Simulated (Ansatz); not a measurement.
Input for Ansatz (an electronic-structure program): U-r2SCAN/def2-TZVPP on FNbO (SMILES [O]=[Nb][F]), 2S+1 = 3, a spin state set in the input, which need not be the lowest. Elements past Kr take the def2 small-core potentials; no spin–orbit coupling.

Ansatz 0.2 input:
```yaml
crystal:
  periodic: [false, false, false]
  atoms:
    - {symbol: Nb, position_ang: [0.33823495, -0.13920446, 0.47124593]}
    - {symbol: O, position_ang: [1.11612439, -0.20712673, -1.03609638]}
    - {symbol: F, position_ang: [-1.48742806, 0.39370280, 0.49453082]}
basis:
  gaussian:
    orbitals: def2-TZVPP
hamiltonian:
  xc: {name: r2SCAN}
magnetization: {spin_polarized: true, initial_magnetization: 2}
```

It printed:

```
WARN ansatz: RAYON_NUM_THREADS=1 ignored (pool sized by the plan → 1); use --threads N
Functional definition: r2SCAN
integrals: 0.03 GiB planned
636 factors; their error is unknown
mean field: 0.41 GiB planned
mean field evaluation 1: about -6306.1148 eV, gradient 5.6e1 eV
mean field evaluation 2: about -6101.8025 eV, gradient 1.9e2 eV
mean field evaluation 4: about -6314.0229 eV, gradient 2.9e1 eV
mean field evaluation 8: about -6317.0512 eV, gradient 3.0e-1 eV
mean field evaluation 16: about -6317.0473 eV, gradient 5.1e-4 eV
mean field evaluation 32: about -6316.6558 eV, gradient 3.0e-5 eV
mean field -6317.04726062 eV, -232.1472049792 hartree, gradient 1.2e-5 eV, S^2 2.013840; 5 other end points of the search recorded, 0 dependent functions left out
reference -6317.04728871 eV, -232.1472060118 hartree; 16, 14 occupied and 102, 104 virtual orbitals, 636 factors
Total energy: -6317.04728871 eV, -232.1472060118 hartree
```

Self-consistency was reached.

Cost: very roughly 10 core-seconds.
